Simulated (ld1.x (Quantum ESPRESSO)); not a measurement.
**Si: excitation energies, all-electron against TM**

```
Element                 : silicon (Si)
Generator               : ld1.x (Quantum ESPRESSO) 7.5
Type                    : norm-conserving Troullier–Martins (Kleinman–Bylander form)
Functional              : PBE
Relativity              : fully relativistic
Frozen core             : [Ne]
Valence charge          : 4
Reference configuration : 3s1 3p3
Partial waves           : 3s (bound): rc 1.30 bohr; 3p (bound): rc 1.40 bohr
Local potential         : all-electron potential smoothed inside 1.35 bohr (lloc = -1)
Core correction         : none
```

Open shells are filled in proportion to 2j + 1 (rel_dist='average').

Energies are relative to the spin-unpolarised reference configuration 3s1 3p3; without spin polarisation the order of configurations can differ from experiment.

```csv
valence configuration,charge,ΔE all-electron (eV),error AE − PS (meV)
3s2 3p2,0,-6.814,+9.0
3s2 3p1,+1,0.926,+8.2
3s2 3p0,+2,16.919,+21
3s0 3p4,0,6.964,+11
3s2 3p2.3,-0.3,-7.744,+9.5
```

**Question.** What are ΔE and the potential's error for 3s1 3p2?

**Answer.** ΔE = 8.356 eV all-electron; the error (AE − PS) is +2.8 meV.

**Question.** What are ΔE and the potential's error for 3s2 3p1.5?

**Answer.** ΔE = -3.893 eV all-electron; the error (AE − PS) is +8.1 meV.
